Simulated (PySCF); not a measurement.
Working out the ionisation energy of P⁺

P⁺ [Ne] 3s2 3p2 (3P) → P²⁺ [Ne] 3s2 3p1 (2P). All numbers are calculated (PySCF 2.14, scalar relativity by spin-free X2C-1e, in x2c-QZVPPall with one added diffuse shell each of s, p, d, f type (10s7p5d3f1g, 86 functions)). Frozen: 1s2. Energies in hartree (1 hartree = 27.21139 eV):

```
            part   P⁺ (lower)  P²⁺ (upper)
             UHF  -341.173436  -340.469442
CCSD correlation    -0.271811    -0.252742
             (T)    -0.004651    -0.003254
```

Problem. What does Hartree-Fock give?

Solution. (-340.469442) − (-341.173436) = 0.703994 hartree = 19.157 eV.

Problem. What do CCSD and CCSD(T) give?

Solution. The CCSD correlation energies differ by 0.019069 hartree = 0.519 eV and the triples by 0.001397 hartree = 0.038 eV, so CCSD gives 19.676 eV and CCSD(T) 19.714 eV.

Reference: 19.769 eV (semi-empirical (NIST evaluation); NIST Atomic Spectra Database, ionization energies), between the lowest levels; spin-orbit coupling is absent from the calculation.

What remains against the reference includes basis incompleteness, the frozen core and higher excitations.
